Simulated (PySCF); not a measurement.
Diatomics with 63 electrons

CCSD(T) in PySCF with def2-TZVPPD on every atom (core potentials on In, Sb), for the lowest determinant that a PBE0 search found; no spin–orbit coupling. All have 63 electrons, 7 of them in the valence shells, and the same state, a quartet (σ ↑, π ↑↑). For ions De leads to the atom and ion picked by measured ionisation energies and electron affinities.

```
species  difference of nuclear charges  Re (Å)  ωe (cm⁻¹)  k (mdyn/Å)  De (eV)  dissociates to
   Ge₂⁺                              0   2.400        270        1.59     3.14        Ge⁺ + Ge
  GaAs⁺                              2   2.764        111       0.261     0.49        Ga⁺ + As
   InP⁺                             34   3.069       90.8       0.118     0.28         In⁺ + P
  AlSb⁺                             38   2.879        157       0.321     0.67        Al⁺ + Sb
```

Task: Which member of the whole set has the stiffest bond, and how does it compare with the softest?

Result: Ge₂⁺ with k = 1.59 mdyn/Å, 13 times that of InP⁺.

Correlated steps freeze the inner cores (9 to 18 orbitals); shallow outer-core shells are correlated. Weak bonds: GaAs⁺, InP⁺. Basis-set superposition, not corrected here, can be much of De in a small basis, most of all at correlated wavefunction levels. Spin–orbit coupling is left out, which matters for elements this heavy, above all for dissociation energies. For an ion De counts to the pair picked by the measured ionisation energies or electron affinities, which need not be the lowest pair at this level. States were picked by a PBE0 search and need not be the measured ground states.
